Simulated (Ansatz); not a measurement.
Consider the stannylene formation by 1,1-elimination: `C[O][SnH]([OH])[Cl]` → `C[O][Sn][Cl]` + H₂O.

Gas-phase electronic energies from Ansatz, PBE0-D4/def2-TZVP geometries. CCSD(T)/CBS adds triple-zeta CCSD(T) − MP2 to the extrapolated MP2 energy (def2 sets, frozen cores). This one scheme is used for every species. Functionals use def2-TZVPP. def2 core potentials past Kr. For Sn outer-core shells are correlated without core-valence functions, which leaves a few kJ/mol of doubt a bond. Each species was taken in one conformer, which may not be the lowest.

`C[O][SnH]([OH])[Cl]`:

Cartesian coordinates in Å:
```
C 0.205 -1.043 1.387
O -0.432 -0.776 0.156
Sn 0.225 0.573 -1.081
O -1.320 1.041 -2.153
Cl 0.863 2.376 0.240
H 1.168 -1.549 1.250
H 0.372 -0.134 1.976
H -0.448 -1.706 1.960
H 1.492 0.106 -2.102
H -2.125 1.113 -1.633
```

`C[O][Sn][Cl]`:

```xyz
7

C     0.505   -0.603    0.430
O     0.764    0.727    0.057
Sn   -0.329    2.053   -0.881
Cl   -2.286    0.727   -1.221
H     0.604   -0.705    1.516
H    -0.498   -0.934    0.139
H     1.240   -1.265   -0.040
```

H₂O:

Cartesian coordinates in Å:
```
O -0.007 -0.023 0.388
H 0.761 0.082 -0.177
H -0.755 -0.059 -0.212
```

| level | ΔE (kJ/mol) |
| --- | --- |
| ωB97X-V | -12.7 |
| HF/CBS(def2) | -21.5 |

Task: What does CCSD(T)/CBS give? (An estimate is asked.)

Result: Ansatz gave: -24.2 kJ/mol. The listed levels differ from it by 11.5, 2.7 kJ/mol.

Largest T1 diagnostic among the species: 0.017.

From PBE to PBE0 (25 % exact exchange), in def2-TZVPP and without D4, ΔE moves by +15.2 kJ/mol. The D4 term adds +7.6 kJ/mol with B3LYP and +4.4 kJ/mol with PBE0; it sums over pairs of atoms, weighted by their polarisabilities, and B3LYP, whose exchange is more repulsive, gets the larger term.

B3LYP here is the variant with VWN-RPA as its local correlation; programs differ in this.
